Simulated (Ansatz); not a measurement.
Cost and result for the atomization energy of C2H7BOSe, SMILES `COB(C)[SeH]` (12 atoms, 11 bonds).

Cartesian coordinates in Å:
```
C -1.2824 1.3970 0.8717
O -0.6372 0.1412 0.8429
B 0.2094 -0.2313 -0.1397
C 0.8768 -1.6451 -0.0851
Se 0.5689 1.0361 -1.6131
H -1.9188 1.5288 -0.0084
H -0.5514 2.2103 0.9087
H -1.9012 1.4331 1.7677
H 0.5584 -2.1988 0.8006
H 1.9676 -1.5648 -0.0688
H 0.6222 -2.2344 -0.9708
H 1.4878 0.1279 -2.3058
```

Total charge 0; spin multiplicity 1. Correlated methods include outer-core shells of Se, which these sets cover unevenly. Scalar relativity is left out up to krypton. Geometry: relaxed with PBE0-D4/def2-TZVP. It is one conformer, not always the lowest. Program: Ansatz. All runs use 4 threads of an Arm Neoverse V2 on a shared host. Times are those of one run each, without the atoms' runs, and a repeat can differ threefold. Electronic energies, without spin–orbit coupling; frozen cores. CCSD(T)/CBS adds CCSD(T) − MP2 in def2-TZVPP to the MP2 limit, and its time is that of the two runs behind it. T1 = 0.011. With those shells the extrapolation isn't a true limit. B3LYP takes the VWN-RPA correlation (the form of Gaussian; ORCA's B3LYP/G).

CCSD(T)/CBS is a level of theory with its own doubt, some kJ/mol a heavy atom from the limit and from the frozen cores, so smaller differences don't rank the functionals.

| level | functions | wall time |
| --- | --- | --- |
| PBE-D4/def2-TZVPP (with forces) | 270 | 2.6 s |
| PBE0-D4/def2-TZVPP | 270 | 3 s |
| B3LYP-D4/def2-TZVPP (with forces) | 270 | 4.9 s |
| r2SCAN-D4/def2-TZVPP (with forces) | 270 | 5.5 s |
| B2PLYP/def2-TZVPP | 270 | 6 s |
| ωB97X-V/def2-TZVPP | 270 | 8.5 s |
| ωB97M-V/def2-TZVPP (with forces) | 270 | 12 s |
| MP2/def2-QZVPP | 527 | 28 s |
| CCSD(T)/def2-TZVPP | 270 | 4.9 min |
| CCSD(T)/CBS(def2) | – | 5.4 min |

Task: What atomization energy does each give, and how far from CCSD(T)/CBS? (An estimate is asked.)

Result: Ansatz gave: 
```tsv
level	atomization (kcal/mol)	difference from CCSD(T)/CBS	per bond
PBE-D4/def2-TZVPP (with forces)	1114.0	21.7	2.0
PBE0-D4/def2-TZVPP	1096.6	4.3	0.4
B3LYP-D4/def2-TZVPP (with forces)	1093.0	0.7	0.1
r2SCAN-D4/def2-TZVPP (with forces)	1098.8	6.5	0.6
B2PLYP/def2-TZVPP	1081.7	-10.6	-1.0
ωB97X-V/def2-TZVPP	1093.4	1.1	0.1
ωB97M-V/def2-TZVPP (with forces)	1094.0	1.7	0.2
MP2/def2-QZVPP	1098.0	5.7	0.5
CCSD(T)/def2-TZVPP	1066.9	-25.4	-2.3
CCSD(T)/CBS(def2)	1092.3	0.0	0.0
```

The D4 term adds +9.4 kcal/mol with B3LYP and +4.9 kcal/mol with PBE0; it sums over pairs of atoms, weighted by their polarisabilities, and B3LYP, whose exchange is more repulsive, gets the larger term. From PBE to PBE0 (25 % exact exchange), in def2-TZVPP and without D4, the atomization energy moves by −16.5 kcal/mol: exact exchange takes away binding that semilocal exchange gives to molecules. In def2-TZVPP, CCSD(T) changes the Hartree–Fock value by +255.7 kcal/mol (the triples alone add +15.3 kcal/mol) and MP2 by +272.0 kcal/mol; breaking electron pairs costs correlation energy, which Hartree–Fock lacks.
